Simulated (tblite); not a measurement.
Species: C5H12OSSi2.
Z-matrix (Å and degrees, GFN2-xTB geometry), rows numbered from 1:
```
C 
C   1  1.3248
C   2  1.5045  1  123.36
C   3  1.5329  2  109.04  1   101.66
Si  4  1.9036  3  114.56  2  -166.33
C   3  1.5250  2  108.63  1  -136.56
S   6  1.8361  3  112.08  2   -46.84
Si  2  1.8841  1  125.40  3  -179.78
O   8  1.6218  2  116.26  1    37.50
H   1  1.0804  2  122.31  3     1.25
H   1  1.0774  2  121.38  3  -178.33
H   3  1.0965  2  110.15  1   -18.29
H   4  1.0923  3  108.63  2    69.95
H   4  1.0930  3  108.16  2   -44.88
H   5  1.4629  4  108.31  3   170.52
H   5  1.4635  4  111.69  3   -68.91
H   5  1.4663  4  108.36  3    51.17
H   6  1.0878  3  111.82  2  -166.27
H   6  1.0910  3  110.63  2    72.28
H   8  1.4496  2  117.54  1   -84.07
H   9  0.9547  8  122.84  2    64.36
```

Level: GFN2-xTB in tblite, geometry and Hessian alike; calculated harmonic values, unscaled, isolated species. The method is semi-empirical: single wavenumbers can be off by several per cent or more. Modes of hydrogen on silicon can be 10 to 20 % off. One conformer, not necessarily the lowest.

Harmonic wavenumbers (cm⁻¹): 33.1, 47.2, 86.3, 130.0, 144.8, 150.7, 192.1, 205.8, 242.7, 288.9, 314.0, 380.2, 482.7, 499.3, 508.9, 535.7, 566.4, 594.4, 656.4, 679.8, 691.8, 706.5, 769.6, 776.8, 787.7, 794.4, 800.7, 805.0, 879.0, 910.4, 916.4, 930.5, 1010.9, 1065.8, 1124.0, 1151.1, 1199.1, 1235.5, 1248.2, 1286.8, 1311.6, 1420.2, 1460.1, 1476.8, 1688.2, 2244.2, 2266.5, 2273.8, 2370.7, 2909.1, 2956.1, 2968.0, 2975.0, 3016.1, 3065.4, 3108.2, 3644.6.

A = 1699, B = 632.7, C = 523.2 MHz; mass 176.015 u (most abundant isotopes); point group C1, symmetry number 1.

Q: What is the zero-point energy?

A: Half the sum of the wavenumbers: 33492 cm⁻¹ = 400.66 kJ/mol.

Q: What is S at 200 K and 1 bar for an ideal gas of classical rigid rotors and harmonic oscillators?

A: Translation 165.04, rotation 123.58, vibration 109.74: S = 398.4 J/(mol K).

Q: And Cp and H(200 K) − H(0)?

A: Cp = 149.01 J/(mol K), of which vibrations give 115.75 (their classical limit is 57 R = 473.9); H(200 K) − H(0) = 18.35 kJ/mol without the zero-point energy, 11.70 from vibrations.

Q: Which modes carry the vibrational entropy at 200 K?

A: 33.1 cm⁻¹: 20.27; 47.2 cm⁻¹: 17.33; 86.3 cm⁻¹: 12.41; 130.0 cm⁻¹: 9.17; 144.8 cm⁻¹: 8.34; 150.7 cm⁻¹: 8.04 J/(mol K); the other 51 give 34.18 together.

Q: What must be added to the electronic energy to get the Gibbs energy at 200 K and 1 bar?

A: ZPE + [H(200 K) − H(0)] − T·S = 400.66 + 18.35 − 79.67 = 339.34 kJ/mol.

Q: Blend soft modes into free rotors: weight 1/[1 + (100 cm⁻¹/ν̃)⁴] for the oscillator and the rest for a rotor with moment μB/(μ + B), μ = h/(8π²ν), B = 10⁻⁴⁴ kg m². What vibrational entropy results?

A: 100.18 J/(mol K) in place of 109.74, which changes −T·S at 200 K by +1.91 kJ/mol.

Hindered rotation and anharmonicity are outside this model. Other conformers, if any are populated, would add a mixing term that is left out. The structure is chiral; the term R ln 2 for an equal mix with its mirror image is left out.

Time: 5.2 s wall, 4.0 s CPU. Hardware: an Intel Xeon at 2.50 GHz with one thread, shared host with 64 logical CPUs at a one-minute load of 53. The figure is for the frequency step alone.
